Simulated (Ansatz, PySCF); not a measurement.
Ansatz (a first-principles code) was given this input:
Ansatz 0.2 input:
```yaml
crystal:
  periodic: [false, false, false]
  atoms:
    - {symbol: Mo, position_ang: [0.09223146, 0.08525015, 0.13176003]}
    - {symbol: O, position_ang: [1.36355371, -0.59271083, -0.67407667]}
    - {symbol: O, position_ang: [-0.72246328, -1.01222082, 1.05755379]}
    - {symbol: O, position_ang: [-0.93177700, 0.98272098, -0.88439273]}
    - {symbol: H, position_ang: [-1.54822875, 1.39717903, -1.52659646]}
basis:
  gaussian:
    orbitals: def2-SVPD
hamiltonian:
  xc: {name: wB97X}
total_charge: 1
accuracy: high
```

Problem. Write the same job for PySCF.

Solution. One answer among several that fit: 
```python
from pyscf import gto, scf, dft

mol = gto.M(
    atom='''
Mo    0.09223146    0.08525015    0.13176003
O     1.36355371   -0.59271083   -0.67407667
O    -0.72246328   -1.01222082    1.05755379
O    -0.93177700    0.98272098   -0.88439273
H    -1.54822875    1.39717903   -1.52659646
''',
    basis='def2-svpd',
    ecp={'Mo': 'def2-svpd'},
    charge=1,
    verbose=3,
)

mf = dft.RKS(mol)
mf.xc = 'wb97x'
mf.grids.atom_grid = (99, 590)
mf.grids.prune = None
mf.kernel()
```

Both were run: Ansatz gave -293.969674 Eh and PySCF -293.969637 Eh, 0.037 mEh apart.
